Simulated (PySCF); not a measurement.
## Rubidium: highly charged ions in a basis for the neutral atom

Rb⁹⁺ [Ar] 3d10, Rb¹⁰⁺ [Ar] 3d9. Calculation: PySCF 2.14, in Sapporo-DKH3-DZP-2012 (7s6p2d, 35 functions); the spin-free X2C one-electron Hamiltonian (Gaussian nucleus). No spin-orbit coupling, so a gap to NIST mixes the basis error with missing relativistic terms.

Changed run: basis of the neutral atom used for a highly charged ion. This setting is unsound on purpose.

| species | method | sound run (hartree) | changed run (hartree) | converged |
| --- | --- | --- | --- | --- |
| Rb⁹⁺ | UHF | not run | -2955.14915 | yes |
| Rb⁹⁺ | TPSS | not run | -2956.53353 | yes |
| Rb⁹⁺ | MN15 | not run | -2958.66071 | yes |
| Rb¹⁰⁺ | UHF | not run | -2944.87673 | yes |
| Rb¹⁰⁺ | TPSS | not run | -2946.23606 | yes |
| Rb¹⁰⁺ | MN15 | not run | -2948.31544 | yes |

Ionisation energy of Rb⁹⁺:

| method | changed run (eV) | NIST (eV) |
| --- | --- | --- |
| UHF | 279.53 | 277.12 ± 0.12 |
| TPSS | 280.21 | 277.12 ± 0.12 |
| MN15 | 281.51 | 277.12 ± 0.12 |

The contracted functions were made for the neutral atom and can be too rigid for a highly charged ion.
